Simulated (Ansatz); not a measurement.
`[O]=[Mo]([OH])([OH])([OH])[OH]` + HCl → `[O]=[Mo]([OH])([OH])([OH])[Cl]` + H₂O  (ligand exchange at a Mo–O bond)

Calculated with Ansatz (gas phase, PBE0-D4/def2-TZVP geometries, no zero-point term in ΔE). CBS: MP2 limit from def2 TZ/QZ plus the TZ coupled-cluster correction, frozen cores. This one scheme is used for every species. Elements past krypton have def2 core potentials. For Mo outer-core shells are correlated without core-valence functions, which leaves a few kJ/mol of doubt a bond. Each species was taken in one conformer, which may not be the lowest.

`[O]=[Mo]([OH])([OH])([OH])[OH]`:

Z-matrix (Å, degrees):
```
Mo
O 1 1.880
O 1 1.910 2 87.9
O 1 1.916 2 83.5 3 -131.2
O 1 1.660 2 99.9 3 114.5
O 1 1.879 2 160.2 3 -68.2
H 2 0.961 1 122.4 3 81.2
H 3 0.961 1 115.2 2 19.9
H 4 0.961 1 114.9 2 -177.3
H 6 0.961 1 122.8 2 13.2
```

HCl:

```xyz
2

Cl    0.602    0.205   -0.068
H    -0.602   -0.205    0.068
```

`[O]=[Mo]([OH])([OH])([OH])[Cl]`:

```xyz
9

O    -1.787   -0.544   -0.691
Mo   -0.288   -0.062   -0.188
O    -0.258   -0.932    1.466
O     1.021   -1.165   -0.926
O     0.066    1.328   -1.362
Cl   -0.197    1.809    1.327
H     0.047   -0.502    2.270
H     0.995   -2.120   -0.805
H     0.402    2.188   -1.091
```

H₂O:

Cartesian coordinates in Å:
```
O 0.226 0.105 0.299
H 0.495 -0.056 -0.608
H -0.721 -0.049 0.310
```

```csv
species,CCSD(T)/CBS(def2) energy (Eh)
`[O]=[Mo]([OH])([OH])([OH])[OH]`,-446.55820
HCl,-460.38127
`[O]=[Mo]([OH])([OH])([OH])[Cl]`,-830.57774
H₂O,-76.37941
```

**Question.** Work out ΔE.

**Answer.** ΔE = (-830.57774) + (-76.37941) − (-446.55820) − (-460.38127) = -0.01768 Eh = -11.1 kcal/mol.

Largest T1 diagnostic among the species: 0.025, so the coupled-cluster value is less sure than usual.

The D4 term adds −0.8 kcal/mol with B3LYP and −0.4 kcal/mol with PBE0; it sums over pairs of atoms, weighted by their polarisabilities, and B3LYP, whose exchange is more repulsive, gets the larger term. In def2-TZVPP, CCSD(T) changes the Hartree–Fock value by −1.6 kcal/mol (the triples alone add −0.8 kcal/mol) and MP2 by −5.4 kcal/mol.

B3LYP here is the variant with VWN-RPA as its local correlation; programs differ in this.
